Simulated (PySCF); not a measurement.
C₃HF₇O₃S.
Atom-mapped SMILES: `[O:1]=[S:2](=[O:3])([OH:4])[C:5]([F:6])([F:7])[C:8]([F:9])([F:10])[C:11]([F:12])([F:13])[F:14]` (hydrogens: H15 on O4)

The same species was optimised twice, with GFN2-xTB and with PBE0-D3(BJ)/def2-SVP (PySCF), and the same property calculations (PySCF, gas phase) were run on both structures.

| coordinate | GFN2-xTB | PBE0-D3(BJ)/def2-SVP | change |
| --- | --- | --- | --- |
| S2–O4 (Å) | 1.576 | 1.604 | +0.028 |
| O1=S2 (Å) | 1.408 | 1.436 | +0.028 |
| S2=O3 (Å) | 1.417 | 1.445 | +0.028 |
| S2–C5 (Å) | 1.887 | 1.867 | -0.020 |
| C5–C8 (Å) | 1.534 | 1.547 | +0.013 |
| C8–C11 (Å) | 1.562 | 1.550 | -0.012 |
| C8–F10 (Å) | 1.338 | 1.327 | -0.011 |
| C5–F7 (Å) | 1.337 | 1.327 | -0.010 |
| C5–F6 (Å) | 1.341 | 1.331 | -0.010 |
| C11–F12 (Å) | 1.329 | 1.322 | -0.007 |
| C8–F9 (Å) | 1.354 | 1.350 | -0.004 |
| C11–F14 (Å) | 1.326 | 1.322 | -0.004 |
| C11–F13 (Å) | 1.327 | 1.324 | -0.003 |
| O1–S2–O4 (°) | 109.9 | 106.7 | -3.2 |
| O1–S2–O3 (°) | 121.9 | 124.3 | +2.4 |
| S2–C5–C8 (°) | 110.6 | 112.7 | +2.1 |
| F9–C8–F10 (°) | 107.3 | 109.3 | +2.0 |
| C8–C11–F14 (°) | 110.8 | 108.9 | -1.9 |
| F6–C5–F7 (°) | 108.0 | 109.8 | +1.8 |
| F7–C5–C8 (°) | 110.8 | 109.3 | -1.5 |
| F6–C5–C8 (°) | 111.5 | 110.2 | -1.3 |
| O1–S2–C5–F6 (°) | -71 | -64 | +7 |
| S2–C5–C8–F9 (°) | 42 | 43 | +1 |
| C5–C8–C11–F12 (°) | -71 | -73 | -2 |

Rotational constants: A = 1204, B = 467.5, C = 450.1 MHz (GFN2-xTB) against A = 1206, B = 468.2, C = 452.7 MHz (PBE0-D3(BJ)/def2-SVP). Point groups within 0.08 Å: C1 and C1.

On the GFN2-xTB structure: HOMO (eV) -9.82 [PBE0/pcSseg-1]; LUMO (eV) -0.24 [PBE0/pcSseg-1]; dipole (D) 2.72 [PBE0/pcSseg-1]; GIAO shielding of O1/O3 (mean) (ppm) 113.9 [PBE0/pcSseg-1]; GIAO shielding of S2 (ppm) 212.3 [PBE0/pcSseg-1]; GIAO shielding of O4 (ppm) 142.2 [PBE0/pcSseg-1]; GIAO shielding of C5 (ppm) 63.5 [PBE0/pcSseg-1]; GIAO shielding of F6/F7 (mean) (ppm) 296.3 [PBE0/pcSseg-1]; GIAO shielding of C8 (ppm) 71.1 [PBE0/pcSseg-1]; GIAO shielding of F9/F10 (mean) (ppm) 310.7 [PBE0/pcSseg-1]; GIAO shielding of C11 (ppm) 59.7 [PBE0/pcSseg-1].

Task: What do these properties become on the PBE0-D3(BJ)/def2-SVP structure?

Result: 
```csv
property,level,on GFN2-xTB,on PBE0-D3(BJ)/def2-SVP,change
HOMO (eV),PBE0/pcSseg-1,-9.82,-9.86,-0.04
LUMO (eV),PBE0/pcSseg-1,-0.24,-0.24,0.00
dipole (D),PBE0/pcSseg-1,2.72,2.88,+0.16
"energy, GFN2-xTB geometry as zero (kcal/mol)",PBE0/pcSseg-1,0.0,-4.1,-4.1
GIAO shielding of O1/O3 (mean) (ppm),PBE0/pcSseg-1,113.9,96.8,-17.1
GIAO shielding of S2 (ppm),PBE0/pcSseg-1,212.3,186.2,-26.1
GIAO shielding of O4 (ppm),PBE0/pcSseg-1,142.2,123.0,-19.2
GIAO shielding of C5 (ppm),PBE0/pcSseg-1,63.5,65.4,+1.9
GIAO shielding of F6/F7 (mean) (ppm),PBE0/pcSseg-1,296.3,301.2,+4.9
GIAO shielding of C8 (ppm),PBE0/pcSseg-1,71.1,71.9,+0.8
GIAO shielding of F9/F10 (mean) (ppm),PBE0/pcSseg-1,310.7,317.2,+6.5
GIAO shielding of C11 (ppm),PBE0/pcSseg-1,59.7,61.3,+1.6
```

The heavy atoms differ by 0.074 Å rms after alignment. Among bonds between heavy atoms O1=S2, S2=O3 and S2–O4 change most and about equally (+0.028 Å). Changes are differences of the printed values. Neither structure is proved a minimum here.

Conformer computed: `[O:1]=[S:2](=[O:3])([OH:4])[C:5]([F:6])([F:7])[C:8]([F:9])([F:10])[C:11]([F:12])([F:13])[F:14]`: O1–S2–C5–F6 -64°, S2–C5–C8–F9 43°, C5–C8–C11–F12 -73°, H–O4–S2–O1 -167°.
